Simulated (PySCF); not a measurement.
# K(8+) (potassium, charge +8) across methods

[Ne] 3s1, 2S determinant. Computed with PySCF 2.14 in an uncontracted even-tempered set (19 s from 0.32 bohr⁻², ratio 2.5; 12 p from 0.42 bohr⁻², ratio 2.5; 5 d from 1.9 bohr⁻², ratio 2.7; 5 f from 2.9 bohr⁻², ratio 2.7), with the spin-free X2C one-electron Hamiltonian (Gaussian nucleus).

| method | E (hartree) | mean ε 2p α (eV) | mean ε 2p β (eV) | mean ε 3s α (eV) | Σ⟨r²⟩ (bohr²) | ⟨S²⟩ |
| --- | --- | --- | --- | --- | --- | --- |
| LDA | -578.532 | -445.23 | -444.59 | -167.57 | 2.518 | 0.750 |
| TPSS | -580.328 | -446.27 | -445.61 | -167.49 | 2.518 | 0.750 |
| PBE | -580.098 | -445.47 | -444.79 | -167.50 | 2.517 | 0.750 |
| r2SCAN | -580.289 | -448.95 | -448.33 | -167.90 | 2.520 | 0.750 |
| BP86 | -580.350 | -445.69 | -445.07 | -167.58 | 2.514 | 0.750 |
| PBE0 | -580.143 | -453.91 | -453.18 | -169.60 | 2.517 | 0.750 |

Problem. Estimate the same row for UHF.

Solution. E (hartree) = -579.86046; mean ε 2p α (eV) = -477.71; mean ε 2p β (eV) = -476.80; mean ε 3s α (eV) = -175.33; Σ⟨r²⟩ (bohr²) = 2.523; ⟨S²⟩ = 0.750.
